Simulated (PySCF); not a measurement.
**Working out the ionisation energy of Zn⁺**

Zn⁺ [Ar] 3d10 4s1 (2S) → Zn²⁺ [Ar] 3d10 (1S). Computed with PySCF 2.14 in cc-pVTZ-DK (7s6p4d2f1g, 68 functions), with the spin-free X2C one-electron Hamiltonian (Gaussian nucleus). Frozen: [Ar]. Energies in hartree (1 hartree = 27.21139 eV):

```
             part   Zn⁺ (lower)  Zn²⁺ (upper)
              UHF  -1793.980580  -1793.361079
MP2 opposite-spin     -0.295647     -0.276526
    MP2 same-spin     -0.173838     -0.159597
```

Q: What does Hartree-Fock give?

A: (-1793.361079) − (-1793.980580) = 0.619501 hartree = 16.857 eV.

Q: What do MP2 and SCS-MP2 (6/5 opposite-spin, 1/3 same-spin) give?

A: The opposite-spin parts differ by 0.520 eV and the same-spin parts by 0.388 eV. MP2: 16.857 + (0.520) + (0.388) = 17.765 eV. SCS-MP2: 16.857 + 1.2 × (0.520) + (0.388)/3 = 17.610 eV.

Measured between the centres of the two terms (NIST): 17.964 eV, so MP2 (valence) is off by -0.199 eV.

What remains against the reference includes basis incompleteness, the frozen core and correlation beyond second order.
